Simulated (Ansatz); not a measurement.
`[F][Hf]([F])([F])[F]` and `[NH2][Hf]([F])([F])[F]` differ in one atom or group.

Ansatz, PBE0-D4/def2-TZVP geometries, multiplicity 1. Each molecule was computed in one conformer, which needn't be the lowest.

Elements past krypton have def2 core potentials.

```csv
property,`[F][Hf]([F])([F])[F]`
size of the dipole moment (B3LYP/def2-TZVPP) / D,0.00
size of the dipole moment (ωB97M-V/def2-TZVPP) / D,0.00
HOMO–LUMO gap (PBE0/def2-TZVPP) / eV,11.27
HOMO energy (ωB97M-V/def2-TZVPP) / eV,-14.69
HOMO energy (PBE0/def2-TZVPP) / eV,-12.17
LUMO energy (PBE/def2-TZVPP) / eV,-1.61
```

Task: What does the change do to each property? (Best estimate.)

Result: Computed: 
```tsv
property	`[NH2][Hf]([F])([F])[F]`	shift
size of the dipole moment (B3LYP/def2-TZVPP) / D	2.43	2.43
size of the dipole moment (ωB97M-V/def2-TZVPP) / D	2.35	2.35
HOMO–LUMO gap (PBE0/def2-TZVPP) / eV	7.55	-3.72
HOMO energy (ωB97M-V/def2-TZVPP) / eV	-10.51	4.18
HOMO energy (PBE0/def2-TZVPP) / eV	-8.14	4.03
LUMO energy (PBE/def2-TZVPP) / eV	-1.40	0.21
```

With PBE0 the HOMO rises by 4.03 eV and the LUMO rises by 0.31 eV, so the gap narrows by about 3.72 eV. PBE moves the HOMO by 3.44 eV and ωB97M-V by 4.18 eV.

B3LYP here is the variant with VWN-RPA as its local correlation; programs differ in this.
